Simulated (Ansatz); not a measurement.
The cluster Ga2Te3⁻. Total charge -1; doublet. Geometry r2SCAN-D4/def2-SVP, that of the neutral singlet; atoms count from 1.

```xyz
5

Ga    0.7119   -0.3808    0.4840
Ga   -1.4868   -0.4186   -1.6151
Te    0.3321   -2.3789   -0.8703
Te    1.3255    1.4835    1.9930
Te   -0.8827    1.6947    0.0084
```

In the def2 sets Te takes a core potential; there is no spin–orbit coupling. The structure comes from a short search, and lower isomers may exist.

Problem. Estimate the Mulliken populations from the PBE0/def2-TZVPD orbitals of Ansatz.

Solution. 
```tsv
atom	charge (e)	spin (α − β)
Ga1	0.45	-0.03
Ga2	-0.15	0.12
Te3	-0.47	0.01
Te4	-0.55	0.50
Te5	-0.28	0.41
```
Mulliken values depend strongly on the basis. With diffuse functions, as here, like atoms can get unlike values, and bond orders can come out too low or too high.

Problem. Where does the spin sit?

Solution. Summed by element: Ga 0.09, Te 0.91, of 1 unpaired in all. Largest on single atoms: Te4 0.50, Te5 0.41, Ga2 0.12.

Problem. And the Mayer bond orders between heavy atoms (over 0.3)?

Solution. Ga1–Te3 1.13 (2.44 Å); Ga1–Te4 1.16 (2.48 Å); Ga1–Te5 0.72 (2.66 Å); Ga2–Te3 0.61 (2.78 Å); Ga2–Te5 0.68 (2.73 Å); Te4–Te5 0.42 (2.98 Å).
